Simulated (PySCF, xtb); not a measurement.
C3H7NSi, SMILES C=C=CN[SiH3].

GFN2-xTB (xtb 6.7.1) at its own geometry gives an orbital gap of 4.00 eV and a dipole moment of 0.89 D.

Geometry: ωB97X-D3(BJ)/def2-SVP. The structure was generated by enumeration, and PubChem lists no compound with its InChIKey, so it may never have been made. The values are those of a single conformer.

What does PBE/def2-TZVP (PySCF) give? (Estimate from the structure and the level; the computed values follow.)

gap 3.62 eV (levels -4.87 and -1.24 eV), dipole 1.24 D.
